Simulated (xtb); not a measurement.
xtb input (GFN2-xTB):

```bash
xtb mol.xyz --gfn 2 --sp --chrg 0 --uhf 0
```
mol.xyz:
```
14

C      1.50180405    -0.86289060    -0.66786443
Si     0.00381603     0.00209549     0.02864408
C     -1.55157007    -0.98751207    -0.25196965
C     -0.15763287     1.73651434    -0.63695235
F      0.21711845     0.11922560     1.62974372
H      1.41673136    -0.97256544    -1.75192126
H      2.41414345    -0.30025667    -0.45920571
H      1.61571866    -1.86053514    -0.23869381
H     -2.41704962    -0.49743866     0.19884271
H     -1.46655088    -1.98633595     0.18113677
H     -1.75055661    -1.10183623    -1.32051046
H     -1.00992098     2.25236641    -0.18978326
H     -0.30461505     1.72381688    -1.71985593
H      0.73900255     2.32374758    -0.42800109
```

End of the output:

```
         :::::::::::::::::::::::::::::::::::::::::::::::::::::
         ::                     SUMMARY                     ::
         :::::::::::::::::::::::::::::::::::::::::::::::::::::
         :: total energy             -17.517394710270 Eh    ::
         :: gradient norm              0.030127826110 Eh/a0 ::
         :: HOMO-LUMO gap              7.306704335608 eV    ::
         ::.................................................::
         :: SCC energy               -17.723422579664 Eh    ::
         :: -> isotropic ES            0.033435746523 Eh    ::
         :: -> anisotropic ES          0.004787249226 Eh    ::
         :: -> anisotropic XC          0.007105421436 Eh    ::
         :: -> dispersion             -0.007472265543 Eh    ::
         :: repulsion energy           0.206027869394 Eh    ::
         :: add. restraining           0.000000000000 Eh    ::
         :: total charge              -0.000000000000 e     ::
         :::::::::::::::::::::::::::::::::::::::::::::::::::::

           -------------------------------------------------
          |                Property Printout                |
           -------------------------------------------------

    * Orbital Energies and Occupations

         #    Occupation            Energy/Eh            Energy/eV
      -------------------------------------------------------------
         1        2.0000           -0.8414968             -22.8983
       ...           ...                  ...                  ...
         4        2.0000           -0.5728302             -15.5875
         5        2.0000           -0.5453603             -14.8400
         6        2.0000           -0.4980844             -13.5536
         7        2.0000           -0.4980844             -13.5536
         8        2.0000           -0.4866071             -13.2413
         9        2.0000           -0.4708605             -12.8128
        10        2.0000           -0.4708605             -12.8128
        11        2.0000           -0.4656797             -12.6718
        12        2.0000           -0.4648162             -12.6483
        13        2.0000           -0.4648162             -12.6483
        14        2.0000           -0.4615964             -12.5607
        15        2.0000           -0.4032987             -10.9743
        16        2.0000           -0.4032987             -10.9743 (HOMO)
        17                         -0.1347823              -3.6676 (LUMO)
        18                         -0.1109616              -3.0194
        19                         -0.1109616              -3.0194
        20                          0.0065125               0.1772
        21                          0.0065125               0.1772
        22                          0.1064150               2.8957
        23                          0.1827488               4.9728
        24                          0.1827488               4.9728
        25                          0.1972236               5.3667
        26                          0.2090556               5.6887
        27                          0.2090556               5.6887
       ...                                ...                  ...
        34                          0.8704261              23.6855
      -------------------------------------------------------------
                  HL-Gap            0.2685164 Eh            7.3067 eV
             Fermi-level           -0.2690405 Eh           -7.3210 eV

     #   Z          covCN         q      C6AA      α(0)
     1   6 C        3.652    -0.207    24.972     7.177
     2  14 Si       3.343     0.568   111.453    21.120
     3   6 C        3.652    -0.207    24.972     7.177
     4   6 C        3.652    -0.207    24.972     7.177
     5   9 F        0.705    -0.280    12.107     4.109
     6   1 H        0.924     0.033     2.545     2.495
     7   1 H        0.924     0.039     2.458     2.452
     8   1 H        0.924     0.039     2.458     2.452
     9   1 H        0.924     0.039     2.458     2.452
    10   1 H        0.924     0.039     2.458     2.452
    11   1 H        0.924     0.033     2.545     2.495
    12   1 H        0.924     0.039     2.458     2.452
    13   1 H        0.924     0.033     2.545     2.495
    14   1 H        0.924     0.039     2.458     2.452

 Mol. C6AA /au·bohr⁶  :       1826.448164
 Mol. C8AA /au·bohr⁸  :      53160.576218
 Mol. α(0) /au        :         68.952507

Wiberg/Mayer (AO) data.
largest (>0.10) Wiberg bond orders for each atom

 ---------------------------------------------------------------------------
     #   Z sym  total        # sym  WBO       # sym  WBO       # sym  WBO
 ---------------------------------------------------------------------------
     1   6 C    3.982 --     6 H    0.990     7 H    0.986     8 H    0.986
                             2 Si   0.902
     2  14 Si   3.842 --     5 F    1.064     4 C    0.902     3 C    0.902
                             1 C    0.902
     3   6 C    3.982 --    11 H    0.990    10 H    0.986     9 H    0.986
                             2 Si   0.902
     4   6 C    3.982 --    13 H    0.990    14 H    0.986    12 H    0.986
                             2 Si   0.902
     5   9 F    1.174 --     2 Si   1.064
     6   1 H    0.999 --     1 C    0.990
     7   1 H    0.998 --     1 C    0.986
     8   1 H    0.998 --     1 C    0.986
     9   1 H    0.998 --     3 C    0.986
    10   1 H    0.998 --     3 C    0.986
    11   1 H    0.999 --     3 C    0.990
    12   1 H    0.998 --     4 C    0.986
    13   1 H    0.999 --     4 C    0.990
    14   1 H    0.998 --     4 C    0.986
 ---------------------------------------------------------------------------

Topologies differ in total number of bonds
Writing topology from bond orders to xtbtopo.mol

molecular dipole:
                 x           y           z       tot (Debye)
 q only:       -0.079      -0.043      -0.590
   full:       -0.108      -0.059      -0.812       2.089
molecular quadrupole (traceless):
                xx          xy          yy          xz          yz          zz
 q only:        0.964      -0.029       1.001      -0.397      -0.218      -1.966
  q+dip:        1.548      -0.047       1.607      -0.638      -0.350      -3.155
   full:        1.676      -0.051       1.740      -0.691      -0.379      -3.417
Note: The following floating-point exceptions are signalling: IEEE_UNDERFLOW_FLAG IEEE_DENORMAL
normal termination of xtb

           -------------------------------------------------
          | TOTAL ENERGY              -17.517394710270 Eh   |
          | GRADIENT NORM               0.030127826110 Eh/α |
          | HOMO-LUMO GAP               7.306704335608 eV   |
           -------------------------------------------------

------------------------------------------------------------------------
------------------------------------------------------------------------
 total:
 SCF:
```
